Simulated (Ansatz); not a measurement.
Coupled-cluster diagnostics for Be2F5⁻, Ansatz.

Geometry of the singlet (PBE-D4/def2-SVPD):

Cartesian coordinates in Å:
```
Be -0.7604 1.3421 -0.3081
Be 0.7618 -1.3431 0.3021
F -2.1508 1.1985 -0.7551
F 0.0100 -0.0037 -0.0409
F 0.6234 -1.8127 1.6853
F 0.0090 2.5700 -0.0764
F 1.5069 -1.9511 -0.8068
```

Correlated methods freeze 5 core orbitals. The structure comes from a short search, and lower isomers may exist.

Task: Estimate the CCSD(T) correlation energy, the shares of MP2 and (T), T1 and the reference's ⟨S²⟩ for: charge -1, singlet, own geometry in def2-SVPD; and the rough time on 4 threads of Arm Neoverse V2 on a shared host.

Result: 
| state | basis | correlation (eV) | MP2 share (%) | (T) share (%) | T1 | ⟨S²⟩ (pure) | wall time |
| --- | --- | --- | --- | --- | --- | --- | --- |
| charge -1, singlet, own geometry | def2-SVPD | -30.234 | 97.6 | 1.9 | 0.015 | 0.00 (0.00) | 31 s |
Customary marks for T1 are 0.02 (closed shells), 0.045 (open shells) and about 0.05 (3d metals). T1 stays under 0.02 throughout.
